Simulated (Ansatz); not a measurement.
Diatomic NiGe, closed-shell singlet (lowest of 2S+1 = 1, 3, 5 at CCSD(T)/def2-TZVPP on PBE0 minima; our sources give no spin for the ground state, which may be another). No spin–orbit coupling. Ni is treated without relativity. Ge is treated without relativity.

The constants come from a fifth-degree fit in 1/R (seven points, main isotopes). In def2 and cc sets the state is the lowest found near the PBE0 minimum, followed along R. The singlet is held restricted.

The values were computed with Ansatz (a program for electronic structure). Each number belongs to the level named beside it.

Energies at B3LYP/def2-TZVPP:

| R (Å) | E (hartree) |
|---|---|
| 1.942672 | -3585.36213320 |
| 1.994895 | -3585.36789243 |
| 2.042939 | -3585.37084749 |
| 2.097251 | -3585.37202042 |
| 2.151562 | -3585.37136409 |
| 2.214229 | -3585.36884938 |
| 2.287340 | -3585.36414955 |

Question: With a reduced mass of 32.4796 u, find the minimum, the force constant and the constants.

Answer: A fifth-degree polynomial in 1/R puts the minimum at r_e = 2.1028 Å with force constant 263 N/m. Then ω_e = (1/2πc)√(k/μ) = 370 cm⁻¹ and B_e = h/(8π²cμr_e²) = 0.1174 cm⁻¹; the cubic and quartic terms give α_e = 0.00047 and ω_e x_e = 1.0 cm⁻¹.
